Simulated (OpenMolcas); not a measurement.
Au3+ among 4 point charges of -1.5 e arranged as a tetrahedron (Td).

| Quantity | Value |
| --- | --- |
| Program | OpenMolcas |
| Method | CASSCF |
| Basis | ANO-RCC-VDZP [7s6p4d2f] |
| Scalar Hamiltonian | DKH2, point nucleus |
| Active space | 8 electrons in 5 orbitals (5d) |
| State averaging | 2S+1 = 3 even, 10 roots; 2S+1 = 1 even, 15 roots |
| Spin-orbit coupling | RASSI with atomic mean-field integrals over the reference wave functions |

All point charges move together. At R = 2.07 Å |10Dq| is 2276 cm-1, and at R = 2.38 Å it is 1260 cm-1.

Question: A third run gives 1576 cm-1. What distance was it run at?

Answer: With a power law R^-n the two known points give n = -ln(1260 / 2276) / ln(2.38 / 2.07) = 4.24. Then R = 2.07 × (2276 / 1576)^(1/4.24) = 2.257 Å. The run was at 2.26 Å, so the estimate is off by -0.003 Å.

An orbital triplet at a regular site is open to Jahn-Teller coupling, which can distort the site and quench the lowest spin-orbit gaps and is left out. Without dynamic correlation the repulsion within the d shell is too large (B by tens of per cent), so at a given field states of lower spin stand too high. Real 4d8 and 5d8 ions are as a rule square planar and diamagnetic. The ground term spreads over less than 5000 cm-1, several times less than with real ligands, so orbital moments are less quenched and χT lies further from the spin-only value than at real sites. Point charges carry no covalency, so the field is a model and not that of real ligands. No measured value stands beside these numbers.
